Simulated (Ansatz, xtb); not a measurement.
## Ligand exchange: C3H9B + SiH2(CH3)(NH2) → C3H10BN + SiH3(CH3)

Species: C3H9B `BC(C)C`, singlet; SiH2(CH3)(NH2), singlet; C3H10BN `CC(C)BN`, singlet; SiH3(CH3), singlet. The partners trade H for NH2: B–H and Si–NH2 bonds give way to B–NH2 and Si–H.

Shapes, held fixed at every level: PBE0-D4/def2-TZVP. Flexible molecules stand in one conformer, not always the lowest. Programs: Ansatz 0.2.0, xtb 6.7.1. The zero-point and thermal change to 298 K, harmonic and unscaled (PBE0-D4/def2-TZVP), is +5.7 kJ/mol.

```csv
level,kind,ΔH(298 K) (kJ/mol),less CCSD(T)/CBS estimate,CPU time (sum over the molecules)
GFN0-xTB,semi-empirical,-193.0,-101.6,0.14 s
HF/def2-SVP,Hartree–Fock,-101.0,-9.6,–
SPW92/def2-TZVPP,LDA,-109.1,-17.7,15 s
PBE-D4/def2-TZVPP,GGA,-101.9,-10.5,31 s
r2SCAN-D4/def2-TZVPP,meta-GGA,-96.0,-4.6,51 s
BHLYP-D4/def2-TZVPP,global hybrid,-90.8,+0.6,32 s
B2PLYP/def2-TZVPP,double hybrid,-94.4,-3.0,70 s
CCSD(T)/def2-SVP,coupled cluster or CI,-123.7,-32.3,55 s
CCSD(T)/CBS estimate,coupled cluster or CI,-91.4,0.0,49 min
```

The highest level, CCSD(T)/CBS estimate, gives ΔH(298 K) = -91.4 kJ/mol; the levels span -193.0 to -90.8. GFN0-xTB strays far from the other rows. The column of differences is taken from that level and isn't an error. No measured value is set beside it here. The CBS estimate extrapolates MP2 from def2-TZVPP and def2-QZVPP and adds CCSD(T) − MP2 in the triple-zeta set, cores frozen. Times are processor times on shared x86 and Arm servers, and rough.
